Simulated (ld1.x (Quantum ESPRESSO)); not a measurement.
Plane-wave convergence, PAW potential for S (Z = 16)

* Element: S (Z = 16)
* Generator: ld1.x (Quantum ESPRESSO) 7.5
* Type: PAW
* Functional: PBEsol
* Relativity: scalar-relativistic
* Frozen core: [Ne]
* Valence charge: 6
* Reference configuration: 3s2 3p4
* Partial waves: 3s (bound): rcut 1.15, rcutus 1.20 bohr; 3s channel at 0.9 Ry: rcut 1.15, rcutus 1.20 bohr; 3p (bound): rcut 1.10, rcutus 1.15 bohr; 3p channel at 3.95 Ry: rcut 1.10, rcutus 1.15 bohr; 3d channel at 0.25 Ry: rcut 0.95, rcutus 1.15 bohr
* Local potential: all-electron potential smoothed inside 1.00 bohr (lloc = -1)
* Core correction: Bessel-smoothed model core inside 0.75 bohr
* Augmentation charge: BESSEL, radius 0.90 bohr

The pseudo-atom Hamiltonian at the reference potential is diagonalised in spherical Bessel functions j_l(qr) that vanish at 20 bohr, with q² up to the cutoff. All-electron valence levels (Ry): 3s -1.2637, 3p -0.5129.

Question: How do the lowest levels (Ry) of each channel move with the cutoff, and are there ghosts?

Answer:

```csv
cutoff (Ry),s #1,s #2,s #3,p #1,p #2,d #1,d #2,f #1,f #2,Σ f·Δε (mRy)
8,-1.2632,-0.0235,0.0691,-0.4925,0.0330,0.0714,0.1595,0.1175,0.2508,83.4
12,-1.2708,-0.0236,0.0691,-0.5047,0.0326,0.0713,0.1585,0.1175,0.2508,47.3
18,-1.2738,-0.0239,0.0688,-0.5055,0.0326,0.0712,0.1575,0.1175,0.2508,50.1
25,-1.3069,-1.1192,-0.0210,-0.5088,0.0325,0.0712,0.1570,0.1175,0.2508,102.8
35,-3.8058,-1.2632,-0.0216,-0.5119,0.0324,0.0711,0.1565,0.1175,0.2508,5.8
45,-4.7036,-1.2634,-0.0216,-0.5128,0.0324,0.0711,0.1563,0.1175,0.2508,2.0
55,-4.9990,-1.2637,-0.0216,-0.5129,0.0324,0.0711,0.1562,0.1175,0.2508,0.8
70,-5.0686,-1.2638,-0.0216,-0.5129,0.0324,0.0711,0.1561,0.1175,0.2508,0.5
400,-5.0765,-1.2639,-0.0216,-0.5130,0.0320,0.0711,0.1561,0.1175,0.2508,0.0
```

Result: ghost state, extra bound levels that the all-electron valence spectrum of the same l lacks: s at -69.1 eV (a true bound ghost makes a file unfit for plane-wave use); 10 mRy is reached at 35 Ry and 1 mRy at 55 Ry.

Test run stopped at test 1 of 7 (negative rho).
